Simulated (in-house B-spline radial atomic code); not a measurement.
## RPA and G0W0 on SCAN: Si⁷⁺

Configuration [He] 2s2 2p3, highest spin, mean-field start SCAN. Computed with an all-electron radial atomic-structure program (B-spline basis): all electrons, scalar-relativistic (spin-free one-electron X2C), finite nucleus, each spin shell either full or empty, empty states to l = 9 with an (l + 1/2)⁻⁴ tail; G0W0 by contour deformation at full frequency.

Command:
```bash
python run_gw.py task.json out
```
Settings (radii: box in bohr, nucleus in fm):
```
Z                        14
electrons                7
configuration            [He] 2s2 2p3
hamiltonian              x2c
method                   scan,scan
lmax                     9
rms_radius               3.1224
spin_polarised           True
box_radius               8.41
intervals                68
```

Cost of the run: 1.2 s on 1 thread of Arm Neoverse V1, on a shared host.

Energies (hartree):

```
                                     term       value
                         mean-field total  -263.44776
Hartree-Fock functional on these orbitals  -263.22638
                      direct second order    -0.42831
                    second-order exchange     0.20892
                         SOSEX correction     0.18871
```

(1) What is the RPA correlation energy, and what remains with SOSEX?

Quasi-particle levels (eV):

```json
{"level": "2p up", "occupied": "yes", "mean field": "-284.26", "Σx - vxc": "-21.35", "Σc": "?", "QP weight": "?", "G0W0": "?"}
{"level": "2s down", "occupied": "yes", "mean field": "-306.41", "Σx - vxc": "-14.34", "Σc": "-3.20", "QP weight": "0.974", "G0W0": "-323.95"}
{"level": "1s down", "occupied": "yes", "mean field": "-2011.40", "Σx - vxc": "-78.85", "Σc": "16.39", "QP weight": "0.878", "G0W0": "-2073.87"}
{"level": "2p down", "occupied": "no", "mean field": "-263.97", "Σx - vxc": "21.75", "Σc": "-4.11", "QP weight": "0.981", "G0W0": "-246.33"}
```

G0W0 = mean field + (Σx - vxc) + Σc, with Σc (partial-wave tail included) taken at the quasi-particle energy. Levels of low weight are left out.

(2) Where does G0W0 put 2p up?

## Answers

(1) RPA gives -0.38663 hartree (-1.5 eV per electron); RPA + SOSEX gives -0.19792, and the second-order doubles -0.21939 hartree (no singles). SOSEX takes back 49 % of the RPA value.

(2) At -303.83 eV, with Σc = 1.78 eV and a quasi-particle weight of 0.973. The tabulated removal energy is 303.59 ± 0.05 eV (NIST, semi-empirical); the calculation leaves out spin-orbit coupling, Breit and QED terms, and what these don't explain is the method's own error.
